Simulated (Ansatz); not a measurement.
System: C$_{5}$H$_{6}$N, charge 0, multiplicity 2. It need not be the lowest isomer of its formula. SMILES: Cc1cc[c][nH]1
Geometry: optimised at B3LYP-D3(BJ)/def2-TZVP (Ansatz, a first-principles code).

Parts of the frozen-core correlation energy in STO-3G (Ansatz, hartree). Frozen orbitals: 6; correlated occupied orbitals by spin: 16 and 15; virtual: 14 and 15. Open shells are spin-unrestricted. No spin-orbit coupling. No relativistic terms.

```
term                            value
-------------------------  ----------
reference (HF)             -244.16131
MP2 opposite-spin            -0.22914
MP2 same-spin                     ___
CCSD correlation                  ___
(T)                               ___
T1 diagnostic                   0.043
largest doubles amplitude       0.103
<S^2> of the reference          1.251
```

### Question
Some entries are withheld; supply them.

### Answer

- MP2 same-spin, value: -0.05204
- CCSD correlation, value: -0.37677
- (T), value: -0.00864
